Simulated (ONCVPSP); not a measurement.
# How hard is this zinc ONCV potential?

- Element: Zn (Z = 30)
- Generator: ONCVPSP 4.0.1
- Type: optimised norm-conserving Vanderbilt (ONCV)
- Functional: LDA (Perdew-Zunger)
- Relativity: scalar-relativistic
- Frozen core: [Ne]
- Valence charge: 20
- Reference configuration: 3s2 3p6 3d10 4s2
- Partial waves: 3s+4s: rc 0.95 bohr, ncon 5, nbas 8, qcut 13.8 1/bohr, 3 projectors, debl 0.7 Ha; 3p: rc 0.75 bohr, ncon 5, nbas 9, qcut 13 1/bohr, 1 projector; 3d: rc 0.95 bohr, ncon 4, nbas 9, qcut 16.2 1/bohr, 2 projectors, debl 3.5 Ha
- Local potential: polynomial inside 0.50 bohr (lpopt 5, dvloc0 1 Ha)
- Core correction: Teter function fitted to the true core (icmod 2), fcfact 0.25

For each optimised wave give the share of its norm inside rc, the residual kinetic energy above qcut (Ha) and the cutoffs (Ha) for errors of 10, 1, 0.1 and 0.01 mHa per electron.

| wave | norm inside rc | residual KE | 10 mHa | 1 mHa | 0.1 mHa | 0.01 mHa |
| --- | --- | --- | --- | --- | --- | --- |
| 3s | 0.858 | 2.8e-05 | 62.1 | 76.8 | 88.2 | 162.7 |
| 4s | 0.027 | 3.8e-06 | 42.6 | 63.1 | 78.9 | 90.4 |
| s projector 3 | 0.017 | 3.0e-06 | 39.5 | 60.9 | 77.1 | 89.4 |
| 3p | 0.611 | 9.7e-04 | 37.5 | 83.9 | 388.2 | 467.4 |
| 3d | 0.639 | 6.6e-06 | 88.9 | 105.1 | 117.2 | 128.2 |
| d projector 2 | 0.055 | 7.0e-06 | 82.1 | 101.9 | 116.6 | 128.9 |

The occupied waves need 105 Ha and 388 Ha for 1 and 0.1 mHa.
